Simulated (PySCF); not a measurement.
A structure optimised at B3LYP-D3(BJ)/def2-TZVP, used in a PySCF frequency run:

```
Zr
O 1 1.7491
F 1 1.9461 2 112.03
F 1 1.9461 2 112.03 3 -138.73
```
Charge 0, spin multiplicity 1.

Q: Write its SMILES, formula and point group.

A: [O]=[Zr]([F])[F], F2OZr, Cs

Q: What are its rotational constants (standard atomic weights)?

A: 6.2756, 4.4072, 2.7697 GHz
